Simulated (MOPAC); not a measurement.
A run for MOPAC: PM3 on CH10Si2 (a complex), monomers drawn apart or pushed together.

```
PM3 1SCF PRECISE CHARGE=0 THREADS=1
CH10Si2

Si     0.01589091 1    -0.30158585 1     0.19159902 1
H     -1.17819869 1    -0.19754552 1     1.05935938 1
H     -0.36600159 1    -0.03244797 1    -1.21292597 1
H      0.57665934 1    -1.66818226 1     0.29681122 1
H      1.03143585 1     0.68019181 1     0.63077815 1
C      0.82373142 1    -0.44907023 1     6.51082028 1
Si    -0.39307059 1     0.95771229 1     6.75943026 1
H      0.64150728 1    -0.97212494 1     5.57091162 1
H      0.73808234 1    -1.17789728 1     7.31896038 1
H      1.85008503 1    -0.07819417 1     6.49782519 1
H     -0.22408418 1     1.99358866 1     5.71291018 1
H     -0.17786636 1     1.59405592 1     8.08228844 1
H     -1.78822402 1     0.45829717 1     6.70260457 1
```

It printed:

```
*******************************************************************************
 **                                                                           **
 **                              MOPAC v23.2.5                                **
 **                                                                           **
 *******************************************************************************
 ** MOPAC's Digital Object Identifier: https://doi.org/10.5281/zenodo.6511958 **
 **                                                                           **
 ** Please cite the open-source release paper for use of this MOPAC version:  **
 ** J. E. Moussa and J. J. P. Stewart (2026)                                  **
 ** MOPAC: An open-source semiempirical molecular orbital program             **
 ** J. Open Source Softw., 11(119), 8025, https://doi.org/10.21105/joss.08025 **
 *******************************************************************************

                              PM3 CALCULATION RESULTS

 *******************************************************************************
 *  PM3        - The PM3 Hamiltonian to be used
 *
 *
 *
 *                 CHARGE ON SYSTEM = 0
 *
 *
 *
 *  PRECISE    - TIGHTER CRITERIA TO BE USED
 *  1SCF       - DO 1 SCF AND THEN STOP
 *  THREADS=1  - MULTI-THREADING NOT USED
 *  T=         - A TIME OF 172800.0 SECONDS REQUESTED
 *  DUMP=N     - RESTART FILE WRITTEN EVERY 7200.0 SECONDS REQUESTED
 *******************************************************************************
PM3 1SCF PRECISE CHARGE=0 THREADS=1
 CH10Si2

   ATOM   CHEMICAL          X               Y               Z
  NUMBER   SYMBOL      (ANGSTROMS)     (ANGSTROMS)     (ANGSTROMS)

     1      Si          0.01589091  *  -0.30158585  *   0.19159902  *
     2       H         -1.17819869  *  -0.19754552  *   1.05935938  *
     3       H         -0.36600159  *  -0.03244797  *  -1.21292597  *
     4       H          0.57665934  *  -1.66818226  *   0.29681122  *
     5       H          1.03143585  *   0.68019181  *   0.63077815  *
     6       C          0.82373142  *  -0.44907023  *   6.51082028  *
     7      Si         -0.39307059  *   0.95771229  *   6.75943026  *
     8       H          0.64150728  *  -0.97212494  *   5.57091162  *
     9       H          0.73808234  *  -1.17789728  *   7.31896038  *
    10       H          1.85008503  *  -0.07819417  *   6.49782519  *
    11       H         -0.22408418  *   1.99358866  *   5.71291018  *
    12       H         -0.17786636  *   1.59405592  *   8.08228844  *
    13       H         -1.78822402  *   0.45829717  *   6.70260457  *



          CARTESIAN COORDINATES

    NO.       ATOM           X           Y           Z

     1        Si          0.0159     -0.3016      0.1916
     2         H         -1.1782     -0.1975      1.0594
     3         H         -0.3660     -0.0324     -1.2129
     4         H          0.5767     -1.6682      0.2968
     5         H          1.0314      0.6802      0.6308
     6         C          0.8237     -0.4491      6.5108
     7        Si         -0.3931      0.9577      6.7594
     8         H          0.6415     -0.9721      5.5709
     9         H          0.7381     -1.1779      7.3190
    10         H          1.8501     -0.0782      6.4978
    11         H         -0.2241      1.9936      5.7129
    12         H         -0.1779      1.5941      8.0823
    13         H         -1.7882      0.4583      6.7026

  H: (PM3): J. J. P. STEWART, J. COMP. CHEM. 10, 209 (1989).
  C: (PM3): J. J. P. STEWART, J. COMP. CHEM. 10, 209 (1989).
 Si: (PM3): J. J. P. STEWART, J. COMP. CHEM. 10, 209 (1989).

           Empirical Formula: C H10 Si2  =    13 atoms



      MOLECULAR POINT GROUP   :   C1


      RHF CALCULATION, NO. OF DOUBLY OCCUPIED LEVELS = 11


 -------------------------------------------------------------------------------
 PM3 1SCF PRECISE CHARGE=0 THREADS=1
 CH10Si2



     1SCF WAS SPECIFIED, SO BFGS WAS NOT USED
     SCF FIELD WAS ACHIEVED


                              PM3 CALCULATION
                                                       MOPAC v23.2.5 Linux




          FINAL HEAT OF FORMATION =          8.36930 KCAL/MOL =      35.01717 KJ/MOL


          COSMO AREA              =        175.43 SQUARE ANGSTROMS
          COSMO VOLUME            =        153.81 CUBIC ANGSTROMS

          IONIZATION POTENTIAL    =         11.085474 EV
          HOMO LUMO ENERGIES (EV) =        -11.085  0.666
          NO. OF FILLED LEVELS    =         11
          MOLECULAR WEIGHT        =         78.2610         POINT GROUP:  C1

          MOLECULAR DIMENSIONS (Angstroms)

            Atom       Atom       Distance
            H    12    H     3     9.43832
            H    10    H    13     3.67668
            H     9    H    11     3.24385


          SCF CALCULATIONS        =          1





   ATOM   CHEMICAL          X               Y               Z
  NUMBER   SYMBOL      (ANGSTROMS)     (ANGSTROMS)     (ANGSTROMS)

     1      Si          0.01589091  *  -0.30158585  *   0.19159902  *
     2       H         -1.17819869  *  -0.19754552  *   1.05935938  *
     3       H         -0.36600159  *  -0.03244797  *  -1.21292597  *
     4       H          0.57665934  *  -1.66818226  *   0.29681122  *
     5       H          1.03143585  *   0.68019181  *   0.63077815  *
     6       C          0.82373142  *  -0.44907023  *   6.51082028  *
     7      Si         -0.39307059  *   0.95771229  *   6.75943026  *
     8       H          0.64150728  *  -0.97212494  *   5.57091162  *
     9       H          0.73808234  *  -1.17789728  *   7.31896038  *
    10       H          1.85008503  *  -0.07819417  *   6.49782519  *
    11       H         -0.22408418  *   1.99358866  *   5.71291018  *
    12       H         -0.17786636  *   1.59405592  *   8.08228844  *
    13       H         -1.78822402  *   0.45829717  *   6.70260457  *

                             CARTESIAN COORDINATES

   1   Si        0.015890910    -0.301585850     0.191599020
   2    H       -1.178198690    -0.197545520     1.059359380
   3    H       -0.366001590    -0.032447970    -1.212925970
   4    H        0.576659340    -1.668182260     0.296811220
   5    H        1.031435850     0.680191810     0.630778150
   6    C        0.823731420    -0.449070230     6.510820280
   7   Si       -0.393070590     0.957712290     6.759430260
   8    H        0.641507280    -0.972124940     5.570911620
   9    H        0.738082340    -1.177897280     7.318960380
  10    H        1.850085030    -0.078194170     6.497825190
  11    H       -0.224084180     1.993588660     5.712910180
  12    H       -0.177866360     1.594055920     8.082288440
  13    H       -1.788224020     0.458297170     6.702604570


           Empirical Formula: C H10 Si2  =    13 atoms



      MOLECULAR POINT GROUP   :   C1


                  EIGENVALUES
 -28.94548 -16.71507 -15.78480 -14.12153 -14.10410 -11.78684 -11.77138 -11.76137
 -11.33546 -11.09449 -11.08547   0.66639   0.73901   1.73376   2.23848   2.24551
   2.25179   2.25259   2.25522   4.59054   4.65711   4.66834


              NET ATOMIC CHARGES AND DIPOLE CONTRIBUTIONS

  ATOM NO.   TYPE          CHARGE      No. of ELECS.   s-Pop       p-Pop
    1         Si           0.470860        3.5291     0.91336     2.61577
    2          H          -0.117113        1.1171     1.11711
    3          H          -0.117698        1.1177     1.11770
    4          H          -0.118690        1.1187     1.11869
    5          H          -0.117355        1.1174     1.11736
    6          C          -0.272062        4.2721     1.15024     3.12182
    7         Si           0.459636        3.5404     0.95307     2.58730
    8          H           0.055554        0.9444     0.94445
    9          H           0.053987        0.9460     0.94601
   10          H           0.054719        0.9453     0.94528
   11          H          -0.116604        1.1166     1.11660
   12          H          -0.118099        1.1181     1.11810
   13          H          -0.117135        1.1171     1.11714
 DIPOLE           X         Y         Z       TOTAL
 POINT-CHG.     0.133    -0.148    -0.050     0.205
 HYBRID         0.133    -0.157    -0.016     0.206
 SUM            0.265    -0.305    -0.066     0.410


          ATOMIC ORBITAL ELECTRON POPULATIONS

     Atom    s        px        py        pz
    1 Si   0.91336   0.87274   0.87168   0.87136
    2  H   1.11711
    3  H   1.11770
    4  H   1.11869
    5  H   1.11736
    6  C   1.15024   1.04296   1.04648   1.03238
    7 Si   0.95307   0.85813   0.85115   0.87802
    8  H   0.94445
    9  H   0.94601
   10  H   0.94528
   11  H   1.11660
   12  H   1.11810
   13  H   1.11714

 **********************
 *                    *
 * JOB ENDED NORMALLY *
 *                    *
 **********************




 == MOPAC DONE ==
```

The run finished.

Cost: roughly 0.020 core-seconds.
